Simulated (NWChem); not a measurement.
Mg cation, doublet

Program: NWChem. Spin-unrestricted. No stability test was run on the SCF state. Total energies compare along this basis series because the functional is fixed.

```
level            basis functions  energy (Ha)  highest occupied level (eV)  lowest empty minus highest occupied level, either spin (eV)   <S²>
---------------  ---------------  -----------  ---------------------------  -----------------------------------------------------------  -----
PBE/cc-pVDZ                   18    -199.6611                       -11.94                                                         2.04  0.750
PBE/aug-cc-pVDZ               27    -199.6612                       -11.94                                                         2.04  0.750
PBE/cc-pVTZ                   34    -199.6689                       -11.91                                                         2.02  0.750
PBE/aug-cc-pVTZ               50    -199.6690                       -11.90                                                         2.03  0.750
PBE/cc-pVQZ                   59    -199.6703                       -11.90                                                         2.03  0.750
```
